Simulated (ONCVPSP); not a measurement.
## Building the ONCV potential for Ta (Z = 73) (PBE, scalar-relativistic).

Ta (Z = 73), optimised norm-conserving Vanderbilt (ONCV), made with ONCVPSP 4.0.1 (PBE, scalar-relativistic). Core [Kr] 4d10 4f14, reference 5s2 5p6 5d3 6s2. Waves: 5s+6s: rc 2.00 bohr, ncon 4, nbas 7, qcut 7.4 1/bohr, 2 projectors; 5p: rc 1.20 bohr, ncon 3, nbas 7, qcut 8 1/bohr, 1 projector; 5d: rc 1.85 bohr, ncon 4, nbas 8, qcut 6.1 1/bohr, 3 projectors, debl 2 Ha. Local part: polynomial inside 0.80 bohr (lpopt 5, dvloc0 4 Ha). Core correction: Teter function, fcfact 3.75, rcfact 1.25.

All-electron outer shells of the reference configuration (PBE, scalar-relativistic, ld1.x):

```
shell  level (eV)  outermost node (bohr)  outermost maximum (bohr)
   5s      -73.00                   0.54                      0.98
   5p      -39.40                   0.58                      1.13
   4f      -24.70                      –                      0.44
   6s       -5.44                   1.32                      2.78
   5d       -3.59                   0.65                      1.58
```

(1) Estimate the cutoffs (Ha) at which the residual kinetic energy of the hardest occupied pseudo-wave falls to 1 and 0.1 mHa per electron.

(2) What does a ghost test show?

(3) Which valence shell sets the plane-wave cutoff?

Results:

(1) 28 Ha and 52 Ha.

(2) Ghosts flagged at negative energy: s at -211.8 eV, p at -28.4 eV; no localised positive-energy state flagged. A true bound ghost makes a file unfit for plane-wave use.

(3) 5p: 28 Ha for 1 mHa per electron, against 16 Ha for 5s.

Its largest configuration-test error is +11 meV (5s2 5p6 5d2 6s0). 1 of 4 tests not solved or not reliable.
